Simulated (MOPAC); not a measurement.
MOPAC input (MNDO):

```
MNDO PRECISE GNORM=0.05 LET XYZ CHARGE=-1 GEO-OK AUX(PRECISION=9) THREADS=1
HSi2

Si   -0.00000000 1   -0.00000000 1   -1.12900700 1
Si    0.00000000 1    0.00000000 1    0.95341700 1
H     0.00000000 1    0.00000000 1    2.45825900 1
```

From the output:

```
                                                       MOPAC v23.2.5 Linux

          FINAL HEAT OF FORMATION =        129.99455 KCAL/MOL =     543.89719 KJ/MOL

          COSMO AREA              =        105.12 SQUARE ANGSTROMS
          COSMO VOLUME            =         96.74 CUBIC ANGSTROMS

          GRADIENT NORM           =          0.01444          =       0.00834 PER ATOM
          IONIZATION POTENTIAL    =          1.350916 EV
          HOMO LUMO ENERGIES (EV) =         -1.351  5.468
          NO. OF FILLED LEVELS    =          5
          MOLECULAR WEIGHT        =         57.1789         POINT GROUP:  C*v

          MOLECULAR DIMENSIONS (Angstroms)

            Atom       Atom       Distance
            H     3   Si     1     3.17953
            H     3   Si     1     0.00000
           Si     2    H     3     0.00000

          SCF CALCULATIONS        =          9

   ATOM   CHEMICAL          X               Y               Z
  NUMBER   SYMBOL      (ANGSTROMS)     (ANGSTROMS)     (ANGSTROMS)

     1      Si         -0.00000000  *  -0.00000000  *  -0.97308004  *
     2      Si          0.00000000  *   0.00000000  *   0.84519321  *
     3       H         -0.00000000  *  -0.00000000  *   2.20644517  *

                             CARTESIAN COORDINATES

   1   Si       -0.000000000    -0.000000000    -0.973080037
   2   Si        0.000000000     0.000000000     0.845193206
   3    H       -0.000000000    -0.000000000     2.206445166

           Empirical Formula: H Si2  =     3 atoms

      MOLECULAR POINT GROUP   :   C*v

                  EIGENVALUES
 -13.96612  -6.76705  -2.33154  -1.35092  -1.35092   5.46766   5.46766   8.48606
  10.09977

              NET ATOMIC CHARGES AND DIPOLE CONTRIBUTIONS

  ATOM NO.   TYPE          CHARGE      No. of ELECS.   s-Pop       p-Pop
    1         Si           0.321689        3.6783     1.56434     2.11397
    2         Si          -1.305314        5.3053     1.16753     4.13778
    3          H          -0.016375        1.0164     1.01637
 DIPOLE           X         Y         Z       TOTAL
 POINT-CHG.    -0.000    -0.000    -7.091     7.091
 HYBRID        -0.000    -0.000     4.399     4.399
 SUM           -0.000    -0.000    -2.692     2.692

          ATOMIC ORBITAL ELECTRON POPULATIONS

     Atom    s        px        py        pz
    1 Si   1.56434   0.45006   0.45006   1.21386
    2 Si   1.16753   1.54994   1.54994   1.03790
    3  H   1.01637

 **********************
 *                    *
 * JOB ENDED NORMALLY *
 *                    *
 **********************

 == MOPAC DONE ==
```

The dipole moment of an ion depends on the origin.

The geometry given is a B3LYP-D3(BJ)/def2-TZVP minimum.
